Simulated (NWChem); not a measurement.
Molecule: sulfur hexafluoride (SF6); SMILES FS(F)(F)(F)(F)F

```xyz
7

F      0.7586     0.9940    -1.0127
S      0.0000     0.0000     0.0000
F      1.4072    -0.6747     0.3919
F     -0.1825    -1.0704    -1.1874
F     -1.4072     0.6747    -0.3919
F      0.1825     1.0704     1.1874
F     -0.7586    -0.9940     1.0127
```
Atoms are numbered in this order, from 1.

Program: NWChem. Pople sets run with spherical d functions. The geometry was optimised at PBE-D3(BJ)/def2-SVP. Level: M06-2X/6-31G* with SMD (1 M gas to 1 M solution), gas-phase geometry.

```
solvent             dielectric constant  solvation free energy (kcal/mol)  cavity-dispersion-structure term (kcal/mol)
------------------  -------------------  --------------------------------  -------------------------------------------
water                              78.4                               ___                                          ___
chlorobenzene                      5.70                               1.6                                          1.7
acetone                            20.5                               1.4                                          1.5
dimethyl sulfoxide                 46.8                               2.6                                          2.7
```

Problem. Fill in the missing entries.

Solution. 
- water, solvation free energy (kcal/mol): 4.7
- water, cavity-dispersion-structure term (kcal/mol): 4.9
